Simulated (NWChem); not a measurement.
Species: CH4O3Si; SMILES O[SiH](O)C=O

```xyz
9

O     -0.1115    -2.0447    -0.3213
C     -0.7685    -1.1890     0.2310
Si     0.0577     0.5411     0.4030
O     -0.8906     1.5455    -0.5111
O      1.5680     0.2560    -0.1985
H     -1.8071    -1.4290     0.5835
H      0.1726     1.0608     1.7917
H     -0.6815     2.4841    -0.5237
H      1.5925    -0.6117    -0.6317
```
Atoms are numbered in this order, from 1.

Program: NWChem. Geometry: optimised at PBE0/def2-SVP.

Task: Estimate the computed values for PBE/def2-TZVP. Quantities: highest occupied level (eV); orbital gap (eV); dipole (D).

Result: 
| Property | Result |
|---|---|
| highest occupied level (eV) | -5.91 |
| orbital gap (eV) | 2.84 |
| dipole (D) | 1.99 |
